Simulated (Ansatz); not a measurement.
Ansatz (a program for electronic structure) input (PBE0/def2-TZVP):

Ansatz 0.2 input:
```yaml
crystal:
  periodic: [false, false, false]
  atoms:
    - {symbol: C, position_ang: [-0.57639598, -1.62516185, 1.05857141]}
    - {symbol: C, position_ang: [0.33901157, -0.42885169, 0.81415854]}
    - {symbol: C, position_ang: [1.75111881, -0.89641318, 0.47326853]}
    - {symbol: Se, position_ang: [-0.39288262, 0.77580976, -0.59639172]}
    - {symbol: H, position_ang: [-0.18595679, -2.28363805, 1.85254753]}
    - {symbol: H, position_ang: [-0.67472937, -2.21273440, 0.14136694]}
    - {symbol: H, position_ang: [-1.57641090, -1.29344561, 1.34105328]}
    - {symbol: H, position_ang: [0.38603812, 0.16071757, 1.73522494]}
    - {symbol: H, position_ang: [2.16806843, -1.54658893, 1.26057804]}
    - {symbol: H, position_ang: [1.74174459, -1.45613248, -0.46630661]}
    - {symbol: H, position_ang: [2.41684873, -0.04314952, 0.33686358]}
basis:
  gaussian:
    orbitals: def2-TZVP
hamiltonian:
  xc: {name: PBE0}
total_charge: -1
```

End of the output:

```
integrals: 0.10 GiB planned
1260 factors; their error is unknown
mean field: 0.99 GiB planned
mean field evaluation 1: about -68561.6392 eV, gradient 3.8e1 eV
mean field evaluation 2: about -68560.8824 eV, gradient 4.1e1 eV
mean field evaluation 4: about -68565.0064 eV, gradient 2.5e0 eV
mean field evaluation 8: about -68565.4205 eV, gradient 1.7e-1 eV
mean field evaluation 16: about -68565.4206 eV, gradient 6.4e-5 eV
mean field -68565.42056394 eV, -2519.7327304136 hartree, gradient 6.4e-5 eV, S^2 0.000000; 0 other end points of the search recorded, 0 dependent functions left out
reference -68565.42059408 eV, -2519.7327315210 hartree; 30, 30 occupied and 153, 153 virtual orbitals, 1260 factors
Total energy: -68565.42059408 eV, -2519.7327315210 hartree
```
